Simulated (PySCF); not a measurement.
**Ionisation energy of Cu⁹⁺ by level of theory**

Cu⁹⁺ [Ar] 3d2 [3d3/2^2, M_J = 2] → Cu¹⁰⁺ [Ar] 3d1 [3d3/2^1, M_J = 3/2], as a difference of total energies. All numbers are calculated (PySCF 2.14, the two-component X2C-1e Hamiltonian, in an even-tempered Gaussian basis (17 s from 0.53 bohr⁻², ratio 2.8; 12 p from 0.69 bohr⁻², ratio 2.8; 8 d from 0.69 bohr⁻², ratio 2.8; 4 f from 2.3 bohr⁻², ratio 3)). Correlated levels: [Ne] frozen; the 70 highest virtual spinors dropped. "Screened" scales the spin-orbit matrix elements by Boettger's factors to mimic the two-electron term; Breit and QED terms are absent.

```csv
method,ionisation energy (eV)
GHF (spin-free),231.60
GMP2 (spin-free),231.97
GHF (screened spin-orbit),231.63
GMP2 (screened spin-orbit),231.98
```

Task: How much does correlation contribute at GMP2 (screened spin-orbit)?

Result: 231.98 − (231.63) = 0.35 eV, measured against GHF (screened spin-orbit).

The labels give the starting determinants; with spin-orbit coupling the two ends relaxed to ⟨J²⟩ = 7.35, ⟨L²⟩ = 11.93, ⟨S²⟩ = 1.97 and ⟨J²⟩ = 3.76, ⟨L²⟩ = 6.00, ⟨S²⟩ = 0.75.

The determinant of Cu⁹⁺ mixes levels of different J (the jj label is only the starting occupation), so the difference between spin-free and spin-orbit rows is not the physical spin-orbit shift.

For comparison: 232.2 ± 0.5 eV (semi-empirical (NIST evaluation); NIST Atomic Spectra Database, ionization energies).
